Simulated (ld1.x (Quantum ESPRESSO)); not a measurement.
**Nb (Z = 41): variants of one PAW potential**

Base potential:

* Element: niobium (Nb)
* Generator: ld1.x (Quantum ESPRESSO) 7.5
* Type: PAW
* Functional: PBE
* Relativity: scalar-relativistic
* Frozen core: [Ar] 3d10 4s2
* Valence charge: 11
* Reference configuration: 4p6 4d4 5s0.5 5p0.5
* Partial waves: 5s (bound): rcut 2.65, rcutus 3.45 bohr; 5s channel at 4.85 Ry: rcut 2.65, rcutus 3.45 bohr; 4p (bound): rcut 2.05, rcutus 2.35 bohr; 5p (bound): rcut 2.05, rcutus 2.35 bohr; 4d (bound): rcut 2.05, rcutus 2.60 bohr; 4d channel at 0.25 Ry: rcut 2.05, rcutus 2.60 bohr
* Local potential: all-electron potential smoothed inside 2.15 bohr (lloc = -2)
* Core correction: Bessel-smoothed model core inside 1.85 bohr
* Augmentation charge: BESSEL, radius 1.70 bohr

All-electron outer shells of the reference configuration (PBE, scalar-relativistic, ld1.x):

```tsv
shell	level (eV)	outermost node (bohr)	outermost maximum (bohr)
3d	-196.91	–	0.33
4s	-59.03	0.53	1.04
4p	-35.17	0.54	1.12
5s	-4.41	1.40	3.04
4d	-3.63	0.55	1.49
5p	-1.45	1.62	4.21
```

Cutoffs, loose and tight: the cutoffs (Ry, on a coarse ladder) from which the occupation-weighted sum of valence levels, in a spherical-Bessel basis at the reference potential, stays within 10 and 1 mRy of its value at 400 Ry. They do not see the model core or the augmentation charge, which bear on the density cutoff. Test errors are all-electron minus pseudo excitation energies from the reference, over the configurations 4p6 4d4 5s1 5p0; 4p6 4d4 5s0 5p0; 4p6 4d3 5s0 5p0; 4p6 4d5 5s0 5p0; 4p6 4d1 5s0 5p0; 4p6 4d3 5s1 5p1; 4p5 4d4 5s1 5p0. A dash means not determined; rows that change the core or the reference have their own tests. The largest error is taken over the tests solved by every variant that gives reliable tests at all: 4p6 4d4 5s0 5p0; 4p6 4d4 5s1 5p0; 4p6 4d5 5s0 5p0.

| change | outcome | cutoff, loose | cutoff, tight | bound ghosts | largest test error (meV) |
| --- | --- | --- | --- | --- | --- |
| base | generated | 18 Ry | 25 Ry | none | -2.7 |
| all radii but the core radius scaled by about 0.79 (s 2.72, p 1.86, d 2.06 bohr, rcut 2.10/1.62/1.62); local potential all-electron potential smoothed inside 1.70 bohr (lloc = -2); augmentation BESSEL, radius 1.34 bohr | failed: new_paw_hamiltonian: negative rho | – | – | – | – |
| all radii but the core radius scaled by about 0.85 (s 2.92, p 1.98, d 2.20 bohr, rcut 2.24/1.74/1.74); local potential all-electron potential smoothed inside 1.82 bohr (lloc = -2); augmentation BESSEL, radius 1.44 bohr | failed: run_pseudo: Errors in PS-KS equation | – | – | – | – |
| all radii but the core radius scaled by about 1.10 (s 3.80, p 2.58, d 2.86 bohr, rcut 2.92/2.26/2.26); local potential all-electron potential smoothed inside 2.36 bohr (lloc = -2); augmentation BESSEL, radius 1.86 bohr | generated | 18 Ry | 25 Ry | none | -2.3 |
| all radii but the core radius scaled by about 1.19 (s 4.12, p 2.80, d 3.10 bohr, rcut 3.16/2.44/2.44); local potential all-electron potential smoothed inside 2.56 bohr (lloc = -2); augmentation BESSEL, radius 2.02 bohr | generated | 10 Ry | 18 Ry | none | +1.9 |
| all radii but the core radius scaled by about 1.28 (s 4.40, p 3.00, d 3.32 bohr, rcut 3.38/2.62/2.62); local potential all-electron potential smoothed inside 2.74 bohr (lloc = -2); augmentation BESSEL, radius 2.16 bohr | failed: run_pseudo: Errors in PS-KS equation | – | – | – | – |
| all radii but the core radius scaled by about 1.38 (s 4.76, p 3.24, d 3.58 bohr, rcut 3.64/2.82/2.82); local potential all-electron potential smoothed inside 2.96 bohr (lloc = -2); augmentation BESSEL, radius 2.34 bohr | failed: run_pseudo: Errors in PS-KS equation | – | – | – | – |

(1) What comes out with this change to the base: all radii but the core radius scaled by about 0.95 (s 3.28, p 2.22, d 2.46 bohr, rcut 2.52/1.94/1.94); local potential all-electron potential smoothed inside 2.04 bohr (lloc = -2); augmentation BESSEL, radius 1.62 bohr?

Answers

(1) outcome: generated; cutoff, loose: 18 Ry; cutoff, tight: 30 Ry; bound ghosts: none; largest test error (meV): test run stopped at test 1 of 7 (negative rho).

Reading the sweep of the scale of all radii but the core radius (base = 1) (base included, trends over the rows without a ghost): The loose cutoff falls from 18 Ry at 0.95 to 10 Ry at 1.19. A larger radius leaves more room for a smooth pseudo-wave, so fewer plane waves are needed; a smaller one forces it to follow the all-electron wave where it bends sharply. The generation fails at 0.79, 0.85, 1.28, 1.38.
